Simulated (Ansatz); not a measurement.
`F[C](F)(F)[Sn]([F])([F])[F]`. Charge 0, multiplicity 1. Sn takes the def2 core potential. All single points use the PBE0-D4/def2-TZVP geometry.

```xyz
8

F    -1.612    0.149   -1.299
C    -0.772    0.778   -0.484
F    -1.477    1.382    0.466
F    -0.120    1.703   -1.181
Sn    0.648   -0.653    0.406
F     1.680   -1.548   -0.898
F     1.873    0.183    1.576
F    -0.219   -1.995    1.414
```

Question: What is the dipole moment at PBE/def2-TZVPP? (Estimate.)

Answer: The calculation gave: 2.08 D, with components (-1.34, 1.35, -0.84) D in this frame, pointing from negative to positive charge.

Question: And with r2SCAN, B3LYP, ωB97M-V? (An estimate is asked.)

Answer: Ansatz gave: r2SCAN 2.06 D, B3LYP 1.96 D, ωB97M-V 1.88 D.

Question: Give the Mulliken charges with PBE, ωB97M-V, r2SCAN in def2-TZVPP. (An estimate is asked.)

Answer: Ansatz gave: 
```json
{"atom": "F1", "PBE": "-0.09", "ωB97M-V": "-0.13", "r2SCAN": "-0.14"}
{"atom": "C2", "PBE": "0.26", "ωB97M-V": "0.35", "r2SCAN": "0.36"}
{"atom": "F3", "PBE": "-0.09", "ωB97M-V": "-0.13", "r2SCAN": "-0.14"}
{"atom": "F4", "PBE": "-0.09", "ωB97M-V": "-0.13", "r2SCAN": "-0.14"}
{"atom": "Sn5", "PBE": "1.22", "ωB97M-V": "1.36", "r2SCAN": "1.36"}
{"atom": "F6", "PBE": "-0.40", "ωB97M-V": "-0.44", "r2SCAN": "-0.44"}
{"atom": "F7", "PBE": "-0.40", "ωB97M-V": "-0.44", "r2SCAN": "-0.44"}
{"atom": "F8", "PBE": "-0.40", "ωB97M-V": "-0.44", "r2SCAN": "-0.44"}
```

B3LYP here is the variant with VWN-RPA as its local correlation; programs differ in this.
